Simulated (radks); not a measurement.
The numbers below are computed, except where a source is named.
Task: Coherent X-ray form factor from a spherical all-electron density. Level of theory: scalar-relativistic Kohn-Sham, r2SCAN, spin-polarised, spherical densities, finite nucleus; meta-GGA in the generalised Kohn-Sham scheme; Fermi nuclear charge, rms radius of each element as measured or else 0.836 A^(1/3) + 0.57 fm (a radial shooting solver on a logarithmic mesh with Libxc functionals).

sin(theta)/lambda (1/angstrom),f0 (electrons)
0.05,24.850
0.1,24.411
0.15,23.707
0.2,22.778
0.25,21.672
0.3,20.443
0.4,17.821
0.5,15.265
0.6,13.004
0.8,9.680
1,7.747
1.25,6.448
1.5,5.634
2,4.275

The species is in the configuration that NIST lists as its ground one. Which atom or ion scatters so?

Result: The gallium ion Ga6+, [Ar] 3d7. Extrapolating in s^2 from the first two rows gives f0(0) = 25.0, near the electron count 25; among species with that count, the fall with angle is slower the higher Z, and the table is that of Z = 31; from so few rows the species is fixed only to a neighbour or two.
